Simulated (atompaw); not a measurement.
Which change was made? (O, PAW (atompaw))

O (Z = 8), PAW, made with atompaw 4.2.0.5 (PBE, non-relativistic). Core [He], reference 2s1 2p5. Waves: 2s (bound): rc 0.80 bohr; 2s channel at 1.6 Ry: rc 0.80 bohr; 2p (bound): rc 1.80 bohr; 2p channel at 1.35 Ry: rc 1.80 bohr; 3d channel at 0.05 Ry: rc 1.80 bohr. Local part: troulliermartins scheme with l = 3 at 0.5 Ry, radius 1.80 bohr. Core correction: smooth core density matched at 1.40 bohr. Augmentation charge: sinc compensation charge, radius 1.45 bohr; PAW radius 1.80 bohr; waves and projectors: custom polynom vanderbiltortho.

Cutoffs, loose and tight: the cutoffs (Ry, on a coarse ladder) from which the occupation-weighted sum of valence levels, in a spherical-Bessel basis at the reference potential, stays within 10 and 1 mRy of its value at 400 Ry. They see the waves, projectors and local potential, not the compensation charge or the core.

The base gives: outcome: generated; cutoff, loose: 60 Ry; cutoff, tight: 90 Ry; bound ghosts: none.

(1) After one change the result is: outcome: generated; cutoff, loose: 50 Ry; cutoff, tight: 80 Ry; bound ghosts: none. Which change was it?
A. all radii scaled by about 1.05 (s 0.84, p 1.90, d 1.90 bohr); local potential troulliermartins scheme with l = 3 at 0.5 Ry, radius 1.90 bohr; augmentation sinc compensation charge, radius 1.54 bohr; PAW radius 1.90 bohr; waves and projectors: custom polynom vanderbiltortho; core correction smooth core density matched at 1.48 bohr
B. all radii scaled by about 1.29 (s 1.04, p 2.32, d 2.32 bohr); local potential troulliermartins scheme with l = 3 at 0.5 Ry, radius 2.32 bohr; augmentation sinc compensation charge, radius 1.88 bohr; PAW radius 2.32 bohr; waves and projectors: custom polynom vanderbiltortho; core correction smooth core density matched at 1.80 bohr
C. all radii scaled by about 0.75 (s 0.60, p 1.34, d 1.34 bohr); local potential troulliermartins scheme with l = 3 at 0.5 Ry, radius 1.34 bohr; augmentation sinc compensation charge, radius 1.08 bohr; PAW radius 1.34 bohr; waves and projectors: custom polynom vanderbiltortho; core correction smooth core density matched at 1.04 bohr
D. all radii scaled by about 0.87 (s 0.70, p 1.56, d 1.56 bohr); local potential troulliermartins scheme with l = 3 at 0.5 Ry, radius 1.56 bohr; augmentation sinc compensation charge, radius 1.26 bohr; PAW radius 1.56 bohr; waves and projectors: custom polynom vanderbiltortho; core correction smooth core density matched at 1.22 bohr

## Answers

(1) A. The others give: all radii scaled by about 0.87 (s 0.70, p 1.56, d 1.56 bohr); local potential troulliermartins scheme with l = 3 at 0.5 Ry, radius 1.56 bohr; augmentation sinc compensation charge, radius 1.26 bohr; PAW radius 1.56 bohr; waves and projectors: custom polynom vanderbiltortho; core correction smooth core density matched at 1.22 bohr → outcome: generated; cutoff, loose: 90 Ry; cutoff, tight: 110 Ry; bound ghosts: s | all radii scaled by about 1.29 (s 1.04, p 2.32, d 2.32 bohr); local potential troulliermartins scheme with l = 3 at 0.5 Ry, radius 2.32 bohr; augmentation sinc compensation charge, radius 1.88 bohr; PAW radius 2.32 bohr; waves and projectors: custom polynom vanderbiltortho; core correction smooth core density matched at 1.80 bohr → outcome: generated; cutoff, loose: 15 Ry; cutoff, tight: 40 Ry; bound ghosts: none | all radii scaled by about 0.75 (s 0.60, p 1.34, d 1.34 bohr); local potential troulliermartins scheme with l = 3 at 0.5 Ry, radius 1.34 bohr; augmentation sinc compensation charge, radius 1.08 bohr; PAW radius 1.34 bohr; waves and projectors: custom polynom vanderbiltortho; core correction smooth core density matched at 1.04 bohr → outcome: generated; cutoff, loose: 120 Ry; cutoff, tight: 160 Ry; bound ghosts: none.
